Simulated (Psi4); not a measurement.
Dimer: SiH4 (SMILES [SiH4]) (first 5 atoms) with CO (SMILES [C-]#[O+]); geometry from B3LYP-D3(BJ)/def2-TZVP, rigid monomers moved along the line of their centres of mass till Si1···O7 is 6.30 Å.
(charge 0, multiplicity 1):
```xyz
7

Si    -0.105    -0.082    -0.049
H     -0.040    -0.049    -1.528
H     -1.265    -0.896     0.377
H     -0.251     1.298     0.466
H      1.141    -0.677     0.484
C      0.963     0.696     6.859
O      0.185     0.167     6.242
```

Method: SAPT0/jun-cc-pV(D+d)Z (Psi4).

Which attractive term is largest, and how does the interaction split up?

electrostatics -0.5, exchange 0.0, induction 0.0, dispersion -0.9, total -1.3 meV; the largest attraction is dispersion.
